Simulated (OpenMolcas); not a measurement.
Computed levels of 3d³ in ions with 21 electrons, in cm-1 above ⁴F_3/2.

```
Program             : OpenMolcas
Method              : SS-CASPT2, IPEA 0.25 Eh, imaginary shift 0.1 Eh
Basis               : ANO-R2
Scalar Hamiltonian  : X2C, finite nucleus
Spin-orbit coupling : RASSI with atomic mean-field integrals over the reference wave functions, term energies averaged over their components
```

Active space for each ion: 3 electrons in 10 orbitals (3d 4d); closed shells correlated by CASPT2: 3s 3p.

```json
{"Level": "⁴F_5/2", "V2+": "153", "Mn4+": "369", "Fe5+": "519", "Ni7+": "966"}
{"Level": "⁴F_7/2", "V2+": "364", "Mn4+": "869", "Fe5+": "1218", "Ni7+": "2240"}
{"Level": "⁴F_9/2", "V2+": "628", "Mn4+": "1487", "Fe5+": "2070", "Ni7+": "3770"}
{"Level": "⁴P_1/2", "V2+": "11860", "Mn4+": "16890", "Fe5+": "19360", "Ni7+": "24030"}
{"Level": "⁴P_3/2", "V2+": "11930", "Mn4+": "17040", "Fe5+": "19550", "Ni7+": "24290"}
{"Level": "²G_7/2", "V2+": "12050", "Mn4+": "18060", "Fe5+": "21000", "Ni7+": "26520"}
{"Level": "⁴P_5/2", "V2+": "12110", "Mn4+": "17500", "Fe5+": "20200", "Ni7+": "25580"}
{"Level": "²G_9/2", "V2+": "12290", "Mn4+": "18590", "Fe5+": "21730", "Ni7+": "27760"}
{"Level": "²P_1/2", "V2+": "15490", "Mn4+": "23380", "Fe5+": "26950", "Ni7+": "34000"}
```

Question: Estimate ⁴F_9/2, ⁴P_1/2, ⁴P_3/2 for Cr3+ from its neighbours V2+ and Mn4+.

Answer: ⁴F_9/2 is fine structure, which grows about as the fourth power of a screened charge, so the fourth roots are averaged: ((628^0.25 + 1487^0.25) / 2)^4 = 989. The calculation gives 1020, so the estimate is off by -3.0 %; the measured value is 946 (Sugar and Corliss, J. Phys. Chem. Ref. Data 6, 317 (1977)).
⁴P_1/2 is another term, which grows about linearly with the charge: (11860 + 16890) / 2 = 14375. The calculation gives 14680, so the estimate is off by -2.1 %; the measured value is 14059 (Sugar and Corliss, J. Phys. Chem. Ref. Data 6, 317 (1977)).
⁴P_3/2 is another term, which grows about linearly with the charge: (11930 + 17040) / 2 = 14485. The calculation gives 14790, so the estimate is off by -2.1 %; the measured value is 14177 (Sugar and Corliss, J. Phys. Chem. Ref. Data 6, 317 (1977)).

Term energies are means over components that CASPT2 splits; among the terms shown or strongly mixed into the levels shown the widest spread is 780 cm-1 (3d³ ⁴F, Cr3+). Active for correlation alone: 4d; no level in the range computed is led by a configuration that fills it, so any true level of that kind is missing. Computed and measured levels are paired by configuration, term and J; levels that our copy of the source lacks, or whose pairing is in doubt (as where it misses far off the trend of its configuration), stay unpaired and out of the deviations. Levels of configurations outside the active space are missing.
